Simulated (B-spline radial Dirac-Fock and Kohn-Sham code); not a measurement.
Relativistic shifts of the levels of K⁵⁺

System: the K⁵⁺ ion in the configuration [Ne] 3s2 3p2.

Both columns are ΔSCF binding energies of the configuration average from a radial finite-basis atomic code: non-relativistic Hartree-Fock with a point nucleus, and Dirac-Fock with a finite nucleus and the Coulomb interaction alone, averaged over the two j levels with weights 2j+1.

| shell | Hartree-Fock (eV) | Dirac-Fock (eV) | shift (eV) | shift (%) |
| --- | --- | --- | --- | --- |
| 1s | 3698.1 | 3715.5 | +17.43 | +0.47 |
| 2s | 474.7 | 477.9 | +3.19 | +0.67 |
| 2p | 392.7 | 392.9 | +0.22 | +0.06 |
| 3s | 115.1 | 115.6 | +0.51 | +0.44 |
| 3p | 97.31 | 97.36 | +0.06 | +0.06 |

Relativity binds 1s, 2s, 2p, 3s, 3p more strongly, among those listed most of all 2s in relative terms.

Values without a named source are computed, but for edge energies of neutral atoms, which are taken from tables.
